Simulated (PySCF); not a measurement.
Molfile (atoms numbered from 1):
```
C6H6F3P
     RDKit          3D

 16 15  0  0  0  0  0  0  0  0999 V2000
    3.2399   -0.6975    0.0249 C   0  0  0  0  0  0  0  0  0  0  0  0
    2.0612   -0.5686    0.6189 C   0  0  0  0  0  0  0  0  0  0  0  0
    0.6151   -1.5438    0.1118 P   0  0  0  0  0  0  0  0  0  0  0  0
   -0.6237   -0.3765    0.1522 C   0  0  0  0  0  0  0  0  0  0  0  0
   -0.5032    1.0422    0.3650 C   0  0  0  0  0  0  0  0  0  0  0  0
   -1.5137    1.9123    0.4173 C   0  0  0  0  0  0  0  0  0  0  0  0
   -1.9852   -0.9281   -0.1279 C   0  0  0  0  0  0  0  0  0  0  0  0
   -2.8452   -0.7705    0.8976 F   0  0  0  0  0  0  0  0  0  0  0  0
   -2.5826   -0.3724   -1.1987 F   0  0  0  0  0  0  0  0  0  0  0  0
   -1.9470   -2.2507   -0.3729 F   0  0  0  0  0  0  0  0  0  0  0  0
    3.3762   -1.3383   -0.8311 H   0  0  0  0  0  0  0  0  0  0  0  0
    4.1095   -0.1525    0.3558 H   0  0  0  0  0  0  0  0  0  0  0  0
    1.9521    0.0632    1.4917 H   0  0  0  0  0  0  0  0  0  0  0  0
    0.5103    1.4050    0.4673 H   0  0  0  0  0  0  0  0  0  0  0  0
   -2.5451    1.6238    0.3162 H   0  0  0  0  0  0  0  0  0  0  0  0
   -1.3262    2.9614    0.5681 H   0  0  0  0  0  0  0  0  0  0  0  0
  1  2  2  0
  2  3  1  0
  3  4  2  0
  4  5  1  0
  5  6  2  0
  4  7  1  0
  7  8  1  0
  7  9  1  0
  7 10  1  0
  1 11  1  0
  1 12  1  0
  2 13  1  0
  5 14  1  0
  6 15  1  0
  6 16  1  0
M  END
```

- GIAO PBE0/pcSseg-1 shieldings
- coordinates at the GFN2-xTB level
- code: PySCF 2.14
- single conformer, non-relativistic Hamiltonian, gas phase, rapidly exchanging positions averaged

Q: Predict the 2D correlation tables (HSQC, COSY, HMBC).

A: 

HSQC (one-bond C–H):
```tsv
δH	δC
7.39 (H13)	148.5 (C2)
7.21 (H14)	137.1 (C5)
6.68 (H12)	142.7 (C1)
6.28 (H11)	142.7 (C1)
5.96 (H15)	126.1 (C6)
5.77 (H16)	126.1 (C6)
```

COSY cross peaks (H two or three bonds apart, from the bond graph; peaks can be absent where the dihedral angle is near 90°):
```tsv
δH	δH
7.39 (H13)	6.68 (H12)
7.39 (H13)	6.28 (H11)
7.21 (H14)	5.96 (H15)
7.21 (H14)	5.77 (H16)
6.68 (H12)	6.28 (H11)
5.96 (H15)	5.77 (H16)
```

HMBC (two and three bonds, from the bond graph):
```tsv
δH	δC
7.39 (H13)	190.6 (C4), 142.7 (C1)
7.21 (H14)	190.6 (C4), 134.5 (C7), 126.1 (C6)
6.68 (H12)	148.5 (C2)
6.28 (H11)	148.5 (C2)
5.96 (H15)	190.6 (C4), 137.1 (C5)
5.77 (H16)	190.6 (C4), 137.1 (C5)
```

Chemical shifts δ = σref − σ; 1H (σref 31.72) and 13C (σref 186.93) vs TMS, all at this level.

Short H···H contacts in this conformer between protons four or more bonds apart (candidates for NOE cross peaks, intensity ∝ r⁻⁶): H13···H14 2.22 Å.

Shifts are as computed. Against solution values, carbons near 30 ppm lie about +3 ppm off and those near 130 ppm about +5 ppm. Of 1211 compounds with measured shifts, 218 miss one by over three times the rms of a fit or turn the order of signals round; such compounds aren't used in these exercises.
